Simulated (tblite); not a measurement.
C4HF3N2O.
Bonds: F1–C2, C2–F3, C2–C4 (double), C4–F5, C4–C6, C6–N7 (aromatic), N7–C8 (aromatic), C8–N9 (aromatic), N9–O10 (aromatic), C6–O10 (aromatic). Hydrogens: H11 on C8.

Computed with GFN2-xTB (tblite), gas phase: L-BFGS steps from a force-field or distance-geometry start until the largest atomic force falls under 0.01 eV/Å.

Step 6: E = -900.7560 eV
```
atom  x, y, z in Å  |  force x, y, z in eV/Å
F1     -1.7632    1.4760    0.4550   -0.096   0.052  -0.017
C2     -2.0451    0.3154   -0.1005   -0.102   0.214   0.055
F3     -3.3424    0.1755   -0.2747    0.150  -0.038  -0.048
C4     -1.0982   -0.5778   -0.3938   -0.248   0.034   0.028
F5     -1.4456   -1.7659   -0.9033    0.183  -0.059   0.031
C6      0.2986   -0.3067   -0.1005   -0.053   0.040  -0.051
N7      0.9409    0.8093   -0.3087   -0.206  -0.049  -0.062
C8      2.1616    0.5383    0.2007    0.122   0.018   0.023
N9      2.2573   -0.6560    0.6962    0.295  -0.182   0.100
O10     1.0572   -1.2211    0.5094   -0.086  -0.205  -0.048
H11     2.9843    1.2156    0.1942    0.040   0.176  -0.011
```

Step 7: E = -900.7643 eV
```
atom  x, y, z in Å  |  force x, y, z in eV/Å
F1     -1.7767    1.4879    0.4578   -0.017  -0.031  -0.054
C2     -2.0459    0.3247   -0.0993    0.018  -0.003  -0.009
F3     -3.3413    0.1793   -0.2751    0.072  -0.050  -0.067
C4     -1.1003   -0.5755   -0.3938   -0.203   0.140   0.112
F5     -1.4292   -1.7705   -0.9009    0.054   0.035   0.051
C6      0.2997   -0.3134   -0.1008   -0.136   0.005  -0.040
N7      0.9384    0.8016   -0.3095   -0.085   0.065  -0.021
C8      2.1616    0.5371    0.2019    0.088  -0.103   0.030
N9      2.2598   -0.6602    0.6962    0.227  -0.092   0.023
O10     1.0589   -1.2310    0.5052   -0.004  -0.063  -0.032
H11     2.9803    1.2227    0.1923   -0.015   0.097   0.007
```

**Question.** Estimate the geometry and energy of step 8. (The exact step hangs on the optimiser's Hessian estimate; all steps are aligned on step 7, rigid shifts and turns removed.)

**Answer.** E = -900.7669 eV, largest force 0.126 eV/Å
```
atom  x, y, z in Å  |  force x, y, z in eV/Å
F1     -1.7817    1.4920    0.4580    0.009  -0.034  -0.055
C2     -2.0460    0.3281   -0.0990   -0.055   0.017  -0.001
F3     -3.3401    0.1797   -0.2764    0.012  -0.047  -0.073
C4     -1.1036   -0.5728   -0.3921   -0.038   0.010   0.083
F5     -1.4225   -1.7715   -0.8991   -0.009   0.081   0.063
C6      0.2976   -0.3162   -0.1014    0.013   0.085   0.004
N7      0.9369    0.7999   -0.3098   -0.017  -0.038   0.057
C8      2.1627    0.5344    0.2029    0.056  -0.014  -0.022
N9      2.2637   -0.6626    0.6960    0.078  -0.093  -0.035
O10     1.0598   -1.2352    0.5031    0.021   0.006  -0.035
H11     2.9787    1.2270    0.1917   -0.068   0.027   0.015
```

The energy changes by -0.0026 eV. The first-order estimate −F·Δx gives -0.0043 eV and the mean of the old and new forces, exact on a quadratic surface, -0.0026 eV. The step makes an angle of 52° with the force vector and moves no atom by more than 0.007 Å.

What follows is the cost of the whole relaxation. Time: 0.34 s. Hardware: an Arm Neoverse V1 with one thread, on a shared host.
